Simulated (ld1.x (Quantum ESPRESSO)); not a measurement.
What one change does to a pseudopotential (nitrogen (N), TM)

| Quantity | Value |
| --- | --- |
| Element | N |
| Generator | ld1.x (Quantum ESPRESSO) 7.5 |
| Type | norm-conserving Troullier–Martins (Kleinman–Bylander form) |
| Functional | Wu–Cohen |
| Relativity | scalar-relativistic |
| Frozen core | [He] |
| Valence charge | 5 |
| Reference configuration | 2s2 2p3 |
| Partial waves | 2s (bound): rc 1.10 bohr; 2p (bound): rc 1.85 bohr |
| Local potential | the p channel |
| Core correction | Bessel-smoothed model core, default radius (core density twice the valence density) |

All-electron outer shells of the reference configuration (Wu–Cohen, scalar-relativistic, ld1.x):

| shell | level (eV) | outermost node (bohr) | outermost maximum (bohr) |
| --- | --- | --- | --- |
| 1s | -383.97 | – | 0.15 |
| 2s | -18.47 | 0.32 | 1.02 |
| 2p | -7.05 | – | 0.97 |

Change: type PAW; waves now 2s (bound): rcut 0.95, rcutus 1.10 bohr; 2s channel at 0.35 Ry: rcut 0.95, rcutus 1.10 bohr; 2p (bound): rcut 1.60, rcutus 1.85 bohr; 2p channel at 0.25 Ry: rcut 1.60, rcutus 1.85 bohr; local potential all-electron potential smoothed inside 1.20 bohr (lloc = -1); augmentation BESSEL, radius 0.75 bohr.

Cutoffs: the cutoffs (Ry, on a coarse ladder) from which the occupation-weighted sum of valence levels, in a spherical-Bessel basis at the reference potential, stays within 10 and 1 mRy of its value at 400 Ry; they do not see the model core or the augmentation charge, which bear on the density cutoff. Errors are all-electron minus pseudo energies relative to the spin-unpolarised reference configuration.

**Question.** What does the change do?

**Answer.** The potential gets softer (45 Ry and 110 Ry → 21 Ry and 35 Ry); the number of tests with a reliable result goes from 7 to 2 (the test run of the changed file stopped, so its transferability is not established); the range in which the s phases agree widens (upper end 2.1 → at the end of the scan); the range in which the p phases agree widens (upper end 1.8 → at the end of the scan); neither file shows a bound ghost. Several settings change at once here, so the effects cannot be laid on one of them.

```tsv
quantity	base	changed
cutoff, loose	45 Ry	21 Ry
cutoff, tight	110 Ry	35 Ry
loose cutoff by channel (10 mRy a level)	s 40 Ry, p 35 Ry	s 10 Ry, p 18 Ry
bound ghosts	none	none
tests with a reliable result	7 of 7	2 of 7 (the test run stopped)
error for 2s2 2p2, meV [ΔE 13.56 eV]	+9.1	+0.2
error for 2s2 2p1, meV [ΔE 42.38 eV]	+208	+1.5
s: phases at 2.01 bohr within 0.05 rad from the reference energy up to (Ry; the scan ends near 5)	2.1	to the end of the scan
p: phases at 2.01 bohr within 0.05 rad from the reference energy up to (Ry; the scan ends near 5)	1.8	to the end of the scan
```
